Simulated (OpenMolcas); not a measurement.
# 3d5 along the 23-electron sequence

```
Program             : OpenMolcas 26.06
Method              : SS-CASPT2, IPEA 0.25 Eh, imaginary shift 0.1 Eh
Basis               : ANO-RCC-VQZP
Scalar Hamiltonian  : DKH2, point nucleus
Spin-orbit coupling : state interaction with AMFI integrals over the reference wave functions, term energies averaged over their components
```

Active space for each ion: 5 electrons in 10 orbitals (3d 4d); closed shells correlated by CASPT2: 3s 3p.

Computed levels in cm-1 above 6S 5/2:

| Level | Mn2+ | Fe3+ | Co4+ | Ni5+ | Cu6+ |
| --- | --- | --- | --- | --- | --- |
| 4G 5/2 | 27650 | 33380 | 38560 | 43170 | 47810 |
| 4G 7/2 | 27680 | 33420 | 38630 | 43270 | 47950 |
| 4G 9/2 | 27710 | 33460 | 38670 | 43340 | 48050 |
| 4G 11/2 | 27720 | 33460 | 38680 | 43340 | 48040 |
| 4P 5/2 | 30440 | 36900 | 42630 | 47620 | 52630 |
| 4P 3/2 | 30480 | 36970 | 42740 | 47800 | 52900 |
| 4P 1/2 | 30510 | 37040 | 42870 | 48020 | 53300 |
| 4D 7/2 | 33330 | 40170 | 46370 | 51830 | 57410 |
| 4D 1/2 | 33340 | 40210 | 46470 | 52020 | 57710 |
| weight of 6S in the lowest level (%) | 100 | 100 | 100 | 100 | 100 |

Measured, with the error of the calculation in %. Measured levels: Mn2+ from Corliss and Sugar, J. Phys. Chem. Ref. Data 6, 1253 (1977); Fe3+ from Corliss and Sugar, J. Phys. Chem. Ref. Data 11, 135 (1982); Co4+ from Sugar and Corliss, J. Phys. Chem. Ref. Data 10, 1097 (1981); Ni5+ from Corliss and Sugar, J. Phys. Chem. Ref. Data 10, 197 (1981); Cu6+ from the list in Gamrath, thesis, University of Mons (2023).

| Level | Mn2+ | Fe3+ | Co4+ | Ni5+ | Cu6+ |
| --- | --- | --- | --- | --- | --- |
| 4G 11/2 |  | 32246 (+3.8) | 37218 (+3.9) | 41921 (+3.4) |  |
| 4P 5/2 | 29168 (+4.4) | 35254 (+4.7) | 40753 (+4.6) | 45884 (+3.8) | 50732 (+3.7) |
| 4P 3/2 |  | 35333 (+4.6) | 40891 (+4.5) | 46104 (+3.7) | 51067 (+3.6) |
| 4P 1/2 |  | 35407 (+4.6) | 41024 (+4.5) | 46325 (+3.7) | 51407 (+3.7) |
| 4D 7/2 | 32307 (+3.2) | 38779 (+3.6) | 44709 (+3.7) | 50331 (+3.0) | 55742 (+3.0) |
| 4D 1/2 | 32369 (+3.0) | 38897 (+3.4) | 44908 (+3.5) |  | 56210 (+2.7) |

4G 5/2 changes by a factor of 1.73 over the same range, with steps per unit of Z of +5730, +5180, +4610, +4640 cm-1.

CASPT2 breaks the degeneracy within a term, and the mean is taken; among the terms shown or strongly mixed into the levels shown the widest spread is 68 cm-1 (3d5 4D, Mn2+). Active for correlation alone: 4d; no level in the range computed is led by a configuration that fills it, so any true level of that kind is missing. Computed and measured levels are paired by configuration, term and J; levels that our copy of the source lacks, or whose pairing is in doubt (as where it misses far off the trend of its configuration), stay unpaired and out of the deviations. Levels of configurations outside the active space are missing.
